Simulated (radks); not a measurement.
Re I, 75 electrons, occupied as [Kr] 4d10 4f14 5s2 5p5 5d5 6s2 7s1 (not the ground configuration). Method: Dirac Kohn-Sham, PBE, spin-unpolarised, spherical densities, finite nucleus; open shells are shared between the two j in proportion to 2j + 1; Fermi nuclear charge, rms radius 5.3698 fm; computed with a radial shooting solver on a logarithmic mesh with Libxc functionals.

Radial electron density D(r) = 4 pi r^2 rho(r):

```
   r/bohr * D(r) (the largest magnitude, 137, reaches the edge; | marks zero)
 0.001829 |       *
 0.002163 |         *
 0.002559 |            *
 0.003027 |               *
 0.003581 |                  *
 0.004202 |                      *
 0.004971 |                          *
  0.00588 |                              *
 0.006956 |                                  *
 0.008228 |                                      *
 0.009733 |                                         *
  0.01151 |                                          *
  0.01362 |                                          *
  0.01611 |                                        *
  0.01906 |                                      *
  0.02255 |                                     *
  0.02667 |                                     *
  0.03155 |                                        *
  0.03732 |                                             *
  0.04415 |                                                   *
  0.05222 |                                                      *
  0.06178 |                                                     *
  0.07308 |                                                 *
  0.08645 |                                            *
   0.1023 |                                          *
    0.121 |                                             *
    0.142 |                                                 *
   0.1679 |                                                 *
   0.1986 |                                         *
    0.235 |                               *
    0.278 |                          *
   0.3288 |                           *
    0.389 |                              *
   0.4601 |                             *
   0.5443 |                       *
   0.6439 |               *
   0.7617 |          *
    0.901 |       *
    1.066 |     *
    1.261 |    *
    1.492 |  *
    1.764 | *
    2.087 |*
    2.469 |*
    2.921 |*
    3.455 *
    4.087 *
    4.796 *
    5.673 *
    6.711 *
    7.939 *
    9.391 *
    11.11 *
    13.14 *
    15.55 *
    18.39 *
    21.75 *
```

D(r) has 5 maxima, at r = 0.0123, 0.0557, 0.154, 0.408, 7.33 bohr, and minima at 0.0240, 0.0998, 0.289, 5.54 bohr, inside which lie 2.03, 11.10, 29.95, 74.10 electrons.
